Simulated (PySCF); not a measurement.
Isomers of C2H13NOSi3. Level of theory: PBE0-D3(BJ)/def2-SVP geometry optimisation, gas phase (PySCF). One conformer each; no zero-point energy, no entropy. No frequencies were run at this level. Point groups hold within 0.08 Å.

Question: Rank from lowest to highest electronic energy at this level (kJ/mol).
A. `[CH3:1][CH2:2][O:3][SiH2:4][N:5]([SiH3:6])[SiH3:7]` with C1–C2–O3–Si4 -153°, C2–O3–Si4–N5 149°, O3–Si4–N5–Si6 -18°
B. `[CH3:1][N:2]([CH3:3])[Si@@H:4]([SiH3:5])[O:6][SiH3:7]` with C1–N2–Si4–Si5 158°, N2–Si4–O6–Si7 -30°
C. `[CH3:1][O:2][SiH2:3][N:4]([SiH3:5])[SiH2:6][CH3:7]` with C1–O2–Si3–N4 177°, O2–Si3–N4–Si5 -179°, Si3–N4–Si6–C7 179°
D. `[CH3:1][N:2]([CH3:3])[SiH2:4][O:5][SiH2:6][SiH3:7]` with C1–N2–Si4–O5 133°, N2–Si4–O5–Si6 -42°, Si4–O5–Si6–Si7 9°
E. `[CH3:1][N:2]([CH3:3])[SiH2:4][SiH2:5][O:6][SiH3:7]` with C1–N2–Si4–Si5 -45°, N2–Si4–Si5–O6 -175°, Si4–Si5–O6–Si7 178°

Answer: C (0.0), A (23.2), D (32.6), B (41.5), E (78.1).

As drawn, the lowest has an Si–C bond, which the highest lacks; the highest has an Si–Si bond, which the lowest lacks. Neighbours under 10 kJ/mol apart (CCO[SiH2]N([SiH3])[SiH3] and CN(C)[SiH2]O[SiH2][SiH3]; CN(C)[SiH2]O[SiH2][SiH3] and CN(C)[Si@@H]([SiH3])O[SiH3]) can change places with a better method, another conformer or zero-point energy.

```csv
SMILES,E (Eh),E rel (kJ/mol),dipole (D),point group,"A, B, C (MHz)"
CO[SiH2]N([SiH3])[SiH2]C,-1081.55400,0.0,0.68,near Cs,"2103, 932.5, 666.7"
CCO[SiH2]N([SiH3])[SiH3],-1081.54516,23.2,1.48,C1,"2721, 775.6, 624.8"
CN(C)[SiH2]O[SiH2][SiH3],-1081.54159,32.6,1.59,C1,"1719, 1114, 826.0"
CN(C)[Si@@H]([SiH3])O[SiH3],-1081.53819,41.5,1.74,C1,"1322, 1187, 787.6"
CN(C)[SiH2][SiH2]O[SiH3],-1081.52424,78.1,1.19,C1,"4661, 490.6, 460.3"
```

Q: How do the relative energies change in single points at PBE0/pcSseg-1 (no added dispersion term) on the same geometries?

A: 
| SMILES | PBE0-D3(BJ)/def2-SVP (kJ/mol) | PBE0/pcSseg-1 (kJ/mol) | shift |
| --- | --- | --- | --- |
| CO[SiH2]N([SiH3])[SiH2]C | 0.0 | 0.0 | 0.0 |
| CCO[SiH2]N([SiH3])[SiH3] | 23.2 | 24.5 | +1.3 |
| CN(C)[SiH2]O[SiH2][SiH3] | 32.6 | 38.1 | +5.5 |
| CN(C)[Si@@H]([SiH3])O[SiH3] | 41.5 | 43.8 | +2.3 |
| CN(C)[SiH2][SiH2]O[SiH3] | 78.1 | 74.8 | -3.3 |

Each column counts from its own lowest isomer. The order is unchanged; the largest shift is 5.5 kJ/mol.
